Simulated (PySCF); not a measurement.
C₉H₁₁N.
Geometry (PBE0-D3(BJ)/def2-SVP, Å), atoms numbered from 1 in this order:
```xyz
21
C9H11N angstrom
C     -2.3747    2.2222   -0.1515
C     -1.7042    1.2224   -0.0306
C     -0.9738   -0.0417    0.1363
C     -1.5215   -1.0558   -0.8791
C     -1.1838   -0.5394    1.5743
N      0.4591    0.1731   -0.1058
C      1.4071   -0.8168   -0.0377
C      2.6366   -0.2603   -0.3175
C      2.4240    1.1215   -0.5644
C      1.0725    1.3555   -0.4261
H     -2.9600    3.1166   -0.2608
H     -1.0209   -2.0268   -0.7572
H     -1.3484   -0.6974   -1.9030
H     -2.6009   -1.1971   -0.7292
H     -0.7717    0.1855    2.2895
H     -0.6780   -1.5043    1.7211
H     -2.2556   -0.6706    1.7781
H      1.1411   -1.8431    0.2037
H      3.5844   -0.7949   -0.3409
H      3.1748    1.8680   -0.8163
H      0.4929    2.2685   -0.5289
```

Computed at PBE0/pcSseg-1 (PySCF, non-relativistic), with Q(14N) = 0.02044 b: N6, 14N (I = 1): χzz = -3.279 MHz, η = 0.308.

**Question.** Find the zero-field quadrupole resonance frequencies of 14N at N6.

**Answer.** From ν± = (3/4)|χ|(1 ± η/3) and ν0 = |χ|η/2: ν+ 2.711 MHz, ν− 2.206 MHz, ν0 0.505 MHz (pyrrole-type nitrogen).

In a crystal, neighbours and librations shift these lines. Isolated species at its PBE0-D3(BJ)/def2-SVP geometry (one conformer only). The small basis limits the accuracy of the gradients.
